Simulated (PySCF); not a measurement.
# Working out the ionisation energy of Pb

Pb [Xe] 4f14 5d10 6s2 6p2 (3P) → Pb⁺ [Xe] 4f14 5d10 6s2 6p1 (2P). Computed with PySCF 2.14 in aug-cc-pVDZ-PP with ECP60MDF, with scalar relativity through the core potential. Frozen: 5s2 5p6 5d10. Energies in hartree (1 hartree = 27.21139 eV):

```tsv
part	Pb (lower)	Pb⁺ (upper)
UHF	-191.832827	-191.591223
CCSD correlation	-0.040318	-0.031723
(T)	-0.000488	-0.000226
```

Problem. What does Hartree-Fock give?

Solution. (-191.591223) − (-191.832827) = 0.241604 hartree = 6.574 eV.

Problem. What do CCSD and CCSD(T) give?

Solution. The CCSD correlation energies differ by 0.008595 hartree = 0.234 eV and the triples by 0.000262 hartree = 0.007 eV, so CCSD gives 6.808 eV and CCSD(T) 6.815 eV.

Reference: 7.417 eV (measured; NIST Atomic Spectra Database, ionization energies), between the lowest levels; spin-orbit coupling is absent from the calculation.

A double-zeta basis recovers only part of the correlation energy.

What remains against the reference includes basis incompleteness, the frozen core and higher excitations.
